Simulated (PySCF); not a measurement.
SiHF2Cl, SMILES F[SiH](F)Cl. Heavy atoms are numbered as in [SiH:1]([F:2])([F:3])[Cl:4]. Hydrogens are named by the atom that carries them.

Coordinates come from a ωB97X-D3(BJ)/def2-SVP optimisation.

Calculation: PySCF with KT2/pcSseg-2.

GIAO shieldings, no solvent; atoms alike by connectivity are averaged. δ = σ(ref) − σ: ²⁹Si against TMS (σ = 351.7 ppm); ¹⁹F against CFCl3 (σ = 125.1 ppm); ³⁵Cl against HCl (σ = 945.0 ppm); ¹H against TMS (σ = 31.47 ppm), references at their B3LYP-D3(BJ)/def2-TZVP geometries, non-relativistic (without spin–orbit terms, shifts of atoms bonded to Cl or Br come out too high).

```csv
nucleus,atoms,count,δ (ppm)
²⁹Si,Si1 (SiH),1,-32.2
¹⁹F,F2,2,-153.0
³⁵Cl,Cl4,1,103.8
¹H,H on Si1,1,5.91
```
